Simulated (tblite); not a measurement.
C₄H₇B₂NO.
Geometry (GFN2-xTB, Å), atoms numbered from 1 in this order:
```
atom  x, y, z in Å
B1     3.0988    0.4204   -0.3685
O2     2.0481   -0.3393   -0.4216
B3     0.9555   -1.0527   -0.4668
N4    -0.3320   -0.4227   -0.2821
C5    -1.5562   -1.0486   -0.3035
C6    -2.5385   -0.1326   -0.0919
C7    -1.9034    1.1255    0.0696
C8    -0.5657    0.9137   -0.0516
H9     3.5059    0.9202   -1.3576
H10    3.6389    0.5945    0.6670
H11    0.9974   -2.2135   -0.6559
H12   -1.6219   -2.1056   -0.4696
H13   -3.5934   -0.3210   -0.0546
H14   -2.3901    2.0636    0.2527
H15    0.2521    1.6060    0.0066
```

All values are computed: GFN2-xTB (tblite) harmonic vibrations without scaling, gas phase. Errors from tens to a few hundred cm⁻¹ against measured bands are possible. Modes of hydrogen on boron can be 10 to 20 % off. One conformer, not necessarily the lowest.

Harmonic wavenumbers (cm⁻¹): 76.2, 91.5, 159.9, 197.0, 231.4, 386.7, 424.8, 578.9, 601.2, 713.9, 769.7, 780.0, 788.3, 828.7, 837.2, 845.1, 887.0, 949.5, 951.5, 983.8, 1069.8, 1083.5, 1095.6, 1140.7, 1198.9, 1236.7, 1299.4, 1338.5, 1414.9, 1474.9, 1571.6, 1603.2, 2533.4, 2541.4, 2576.5, 3148.9, 3156.8, 3163.8, 3173.6.

A = 6503, B = 1294, C = 1089 MHz; mass 107.071 u (most abundant isotopes); point group Cs, symmetry number 1.

Problem. Zero-point energy?

Solution. Half the sum of the wavenumbers: 23952 cm⁻¹ = 68.48 kcal/mol.

Problem. Entropy at 298.15 K, 1 bar (ideal gas, RRHO, classical rotation)?

Solution. Translation 39.95, rotation 27.95, vibration 19.42: S = 87.3 cal/(mol K).

Problem. And Cp and H(298.15 K) − H(0)?

Solution. Cp = 30.93 cal/(mol K), of which vibrations give 22.98 (their classical limit is 39 R = 77.5); H(298.15 K) − H(0) = 5.57 kcal/mol without the zero-point energy, 3.20 from vibrations.

Problem. Which modes carry the vibrational entropy at 298.15 K?

Solution. 76.2 cm⁻¹: 3.99; 91.5 cm⁻¹: 3.63; 159.9 cm⁻¹: 2.55; 197.0 cm⁻¹: 2.16; 231.4 cm⁻¹: 1.87; 386.7 cm⁻¹: 1.01 cal/(mol K); the other 33 give 4.22 together.

Problem. What must be added to the electronic energy to get the Gibbs energy at 298.15 K and 1 bar?

Solution. ZPE + [H(298.15 K) − H(0)] − T·S = 68.48 + 5.57 − 26.04 = 48.01 kcal/mol.

Hindered rotation and anharmonicity are outside this model. Other conformers, if any are populated, would add a mixing term that is left out.

Time: 0.67 s. Hardware: Arm Neoverse N1, one thread, on a shared host. This covers the Hessian and the dipole derivatives.
